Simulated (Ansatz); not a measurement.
Ansatz (a first-principles code) input (PBE/def2-TZVP):

Ansatz 0.2 input:
```yaml
crystal:
  periodic: [false, false, false]
  atoms:
    - {symbol: C, position_ang: [1.59313510, -0.63906756, -0.11543434]}
    - {symbol: C, position_ang: [1.43638359, 0.92210247, 0.21526977]}
    - {symbol: C, position_ang: [-0.06425195, 0.63991867, 0.13555457]}
    - {symbol: C, position_ang: [0.06425195, -0.63991867, -0.13555457]}
    - {symbol: C, position_ang: [-1.43638359, -0.92210247, -0.21526977]}
    - {symbol: C, position_ang: [-1.59313510, 0.63906756, 0.11543434]}
    - {symbol: H, position_ang: [2.09495382, -0.84999760, -1.06186465]}
    - {symbol: H, position_ang: [2.07230299, -1.22018753, 0.67497161]}
    - {symbol: H, position_ang: [1.85029781, 1.58665927, -0.54570535]}
    - {symbol: H, position_ang: [1.82764698, 1.21646933, 1.19113091]}
    - {symbol: H, position_ang: [-1.82764698, -1.21646933, -1.19113091]}
    - {symbol: H, position_ang: [-1.85029781, -1.58665927, 0.54570535]}
    - {symbol: H, position_ang: [-2.07230299, 1.22018753, -0.67497161]}
    - {symbol: H, position_ang: [-2.09495382, 0.84999760, 1.06186465]}
basis:
  gaussian:
    orbitals: def2-TZVP
hamiltonian:
  xc: {name: PBE}
relax: {f_tol: 0.003, max_steps: 100}
```

Output:

```
Functional definition: PBE
integrals: 0.16 GiB planned
1432 factors; their error is unknown
0.34 GiB of the device are held for the grids
1.26 GiB of device memory are held for the factors and their scratch space
mean field: 1.18 GiB planned
mean field evaluation 1: about -6324.9964 eV, gradient 8.4e1 eV
mean field evaluation 2: about -6274.4504 eV, gradient 1.6e2 eV
mean field evaluation 4: about -6342.0072 eV, gradient 1.6e1 eV
mean field evaluation 8: about -6342.5798 eV, gradient 2.2e-1 eV
mean field evaluation 16: about -6342.5145 eV, gradient 1.8e-2 eV
mean field -6342.51451207 eV, -233.0831092078 hartree, gradient 2.2e-5 eV, S^2 0.000000; 0 other end points of the search recorded, 0 dependent functions left out
the calculation of the forces begins
reference -6342.51456147 eV, -233.0831110233 hartree; 22, 22 occupied and 212, 212 virtual orbitals, 1432 factors
relax step   1: F+E_penalty+E_count = -6342.51451207 eV  Δ(F+E_penalty+E_count) = +0.000e0 eV  max|allowed force component| = 6.623e-1 eV/Å  Δτ_max = 0.0000 Å  (33 SCF iters, accepted)
these checks for a lower state are left out or cut short: starts, cluster_reference, orbital_swaps, neighbouring_geometries, increment
integrals: 0.16 GiB planned
1432 factors; their error is unknown
0.34 GiB of the device are held for the grids
1.26 GiB of device memory are held for the factors and their scratch space
mean field: 1.18 GiB planned
mean field -6342.52790190 eV, -233.0836012751 hartree, gradient 1.9e-5 eV, S^2 0.000000; 0 other end points of the search recorded, 0 dependent functions left out
the calculation of the forces begins
reference -6342.52795155 eV, -233.0836030996 hartree; 22, 22 occupied and 212, 212 virtual orbitals, 1432 factors
relax step   2: F+E_penalty+E_count = -6342.52790190 eV  Δ(F+E_penalty+E_count) = -1.339e-2 eV  max|allowed force component| = 2.017e-1 eV/Å  Δτ_max = 0.0073 Å  (35 SCF iters, accepted)
these checks for a lower state are left out or cut short: starts, cluster_reference, orbital_swaps, neighbouring_geometries, increment
integrals: 0.16 GiB planned
1432 factors; their error is unknown
0.34 GiB of the device are held for the grids
1.26 GiB of device memory are held for the factors and their scratch space
mean field: 1.18 GiB planned
mean field evaluation 32: about -6342.5285 eV, gradient 8.4e-1 eV
mean field -6342.52950204 eV, -233.0836600789 hartree, gradient 1.2e-5 eV, S^2 0.000000; 0 other end points of the search recorded, 0 dependent functions left out
the calculation of the forces begins
reference -6342.52955181 eV, -233.0836619080 hartree; 22, 22 occupied and 212, 212 virtual orbitals, 1432 factors
relax step   3: F+E_penalty+E_count = -6342.52950204 eV  Δ(F+E_penalty+E_count) = -1.600e-3 eV  max|allowed force component| = 2.137e-2 eV/Å  Δτ_max = 0.0034 Å  (35 SCF iters, accepted)
these checks for a lower state are left out or cut short: starts, cluster_reference, orbital_swaps, neighbouring_geometries, increment
integrals: 0.16 GiB planned
1432 factors; their error is unknown
0.34 GiB of the device are held for the grids
1.26 GiB of device memory are held for the factors and their scratch space
mean field: 1.18 GiB planned
mean field -6342.52952713 eV, -233.0836610011 hartree, gradient 2.2e-5 eV, S^2 0.000000; 0 other end points of the search recorded, 0 dependent functions left out
the calculation of the forces begins
reference -6342.52957691 eV, -233.0836628304 hartree; 22, 22 occupied and 212, 212 virtual orbitals, 1432 factors
relax step   4: F+E_penalty+E_count = -6342.52952713 eV  Δ(F+E_penalty+E_count) = -2.509e-5 eV  max|allowed force component| = 7.721e-3 eV/Å  Δτ_max = 0.0003 Å  (35 SCF iters, accepted)
these checks for a lower state are left out or cut short: starts, cluster_reference, orbital_swaps, neighbouring_geometries, increment
integrals: 0.16 GiB planned
1432 factors; their error is unknown
0.34 GiB of the device are held for the grids
1.26 GiB of device memory are held for the factors and their scratch space
mean field: 1.19 GiB planned
mean field -6342.52953186 eV, -233.0836611750 hartree, gradient 2.1e-5 eV, S^2 0.000000; 0 other end points of the search recorded, 0 dependent functions left out
the calculation of the forces begins
reference -6342.52958164 eV, -233.0836630044 hartree; 22, 22 occupied and 212, 212 virtual orbitals, 1432 factors
relax step   5: F+E_penalty+E_count = -6342.52953186 eV  Δ(F+E_penalty+E_count) = -4.733e-6 eV  max|allowed force component| = 4.220e-4 eV/Å  Δτ_max = 0.0002 Å  (35 SCF iters, accepted)
integrals: 0.16 GiB planned
1432 factors; their error is unknown
0.34 GiB of the device are held for the grids
1.26 GiB of device memory are held for the factors and their scratch space
mean field: 1.19 GiB planned
mean field evaluation 64: about -6342.0147 eV, gradient 1.6e1 eV
mean field -6342.52953186 eV, -233.0836611750 hartree, gradient 2.1e-5 eV, S^2 0.000000; 1 other end points of the search recorded, 0 dependent functions left out
the calculation of the forces begins
reference -6342.52958164 eV, -233.0836630044 hartree; 22, 22 occupied and 212, 212 virtual orbitals, 1432 factors
Total energy: -6342.52958164 eV, -233.0836630044 hartree
Atom 0 at     1.594146    -0.638703    -0.115344 Å, force     0.000049    -0.000091    -0.000019 eV/Å
Atom 1 at     1.437448     0.921932     0.215247 Å, force     0.000030     0.000098     0.000021 eV/Å
Atom 2 at    -0.064802     0.645398     0.136715 Å, force     0.000042    -0.000422    -0.000089 eV/Å
Atom 3 at     0.064802    -0.645398    -0.136715 Å, force    -0.000042     0.000422     0.000089 eV/Å
Atom 4 at    -1.437448    -0.921932    -0.215247 Å, force    -0.000030    -0.000098    -0.000021 eV/Å
Atom 5 at    -1.594146     0.638703     0.115344 Å, force    -0.000049     0.000091     0.000019 eV/Å
Atom 6 at     2.103254    -0.851715    -1.068317 Å, force     0.000087     0.000005     0.000026 eV/Å
Atom 7 at     2.080448    -1.224430     0.680368 Å, force     0.000088     0.000015    -0.000020 eV/Å
Atom 8 at     1.857852     1.592369    -0.550584 Å, force     0.000087     0.000002     0.000026 eV/Å
Atom 9 at     1.835047     1.219653     1.198101 Å, force     0.000088     0.000011    -0.000021 eV/Å
Atom 10 at    -1.835047    -1.219653    -1.198101 Å, force    -0.000088    -0.000011     0.000021 eV/Å
Atom 11 at    -1.857852    -1.592369     0.550584 Å, force    -0.000087    -0.000002    -0.000026 eV/Å
Atom 12 at    -2.080448     1.224430    -0.680368 Å, force    -0.000088    -0.000015     0.000020 eV/Å
Atom 13 at    -2.103254     0.851715     1.068317 Å, force    -0.000087    -0.000005    -0.000026 eV/Å
Dipole moment:     0.000000    -0.000000    -0.000000 e Å
```
